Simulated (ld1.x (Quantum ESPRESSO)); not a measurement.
**Logarithmic derivatives: beryllium, ultrasoft**

Be (Z = 4), ultrasoft, made with ld1.x (Quantum ESPRESSO) 7.5 (LDA (PZ), scalar-relativistic). Core none, reference 1s2 2s2 2p0. Waves: 1s (bound): rcut 0.65, rcutus 0.70 bohr; 2s (bound): rcut 0.65, rcutus 0.70 bohr; 2p (bound, empty): rcut 3.45, rcutus 4.15 bohr; 2p channel at 1.2 Ry: rcut 3.45, rcutus 4.15 bohr. Local part: all-electron potential smoothed inside 2.50 bohr (lloc = -2). Core correction: none. Augmentation charge: PSQ, inside the norm-conserving radii.

The phase is arctan(r·u′/u) with u = r·R(r), unwrapped; energies in Ry, scanned from -10 to 5 Ry. A pole is an energy at which the radial function vanishes at the test radius. The pseudo phase is shifted by a multiple of π to meet the all-electron one at the reference energy, and phase errors are pseudo minus all-electron; the curves can meet again beyond the range given. Levels narrower than the energy grid can be missing from the lists of poles.

A narrow feature of the pseudo curve, probably an extra level, lies near 0.52 Ry in the p channel; the grid steps over it, so the window and error are not given (n/a).

```
channel  radius (bohr)  reference energy (Ry)  poles, all-electron      poles, pseudo  unbroken range about the reference energy with phases within 0.05 rad  phase error 1 Ry above the reference energy (rad)
      s           4.51                  -0.41    -0.31, 1.50, 4.44  -0.31, 1.52, 4.59                                                              below 2.5                                             +0.022
      p           4.51                  -0.15    -0.00, 1.54, 4.12  -0.00, 1.53, 4.24                                                                    n/a                                                n/a
```

Phases in the s channel:

```csv
E (Ry),all-electron,pseudo
-10.00,1.500,1.500
-9.76,1.499,1.499
-9.52,1.498,1.498
-9.28,1.497,1.497
-9.04,1.496,1.496
-8.80,1.495,1.495
-8.56,1.494,1.494
-8.32,1.493,1.493
-8.08,1.492,1.492
-7.84,1.491,1.491
-7.60,1.489,1.489
-7.36,1.488,1.488
-7.12,1.486,1.486
-6.88,1.485,1.485
-6.64,1.483,1.483
-6.40,1.482,1.482
-6.16,1.480,1.480
-5.92,1.478,1.478
-5.68,1.476,1.476
-5.44,1.474,1.474
-5.20,1.472,1.472
-4.96,1.469,1.469
-4.72,1.466,1.466
-4.48,1.463,1.463
-4.24,1.460,1.460
-4.00,1.457,1.457
-3.76,1.453,1.453
-3.52,1.449,1.449
-3.28,1.444,1.444
-3.04,1.438,1.438
-2.80,1.432,1.432
-2.56,1.425,1.425
-2.32,1.417,1.417
-2.08,1.407,1.407
-1.84,1.395,1.395
-1.60,1.379,1.379
-1.36,1.357,1.357
-1.12,1.325,1.325
-0.88,1.268,1.268
-0.64,1.099,1.099
-0.40,-1.249,-1.249
-0.16,-1.740,-1.740
0.08,-1.917,-1.916
0.32,-2.273,-2.267
0.56,-3.577,-3.553
0.80,-4.357,-4.349
1.04,-4.562,-4.557
1.28,-4.656,-4.652
1.52,-4.716,-4.712
1.76,-4.766,-4.761
2.00,-4.819,-4.811
2.24,-4.892,-4.876
2.48,-5.030,-4.989
2.72,-5.513,-5.311
2.96,-7.102,-6.742
3.20,-7.564,-7.487
3.44,-7.694,-7.661
3.68,-7.758,-7.737
3.92,-7.797,-7.782
4.16,-7.826,-7.812
4.40,-7.850,-7.837
4.64,-7.872,-7.858
4.88,-7.894,-7.878
```
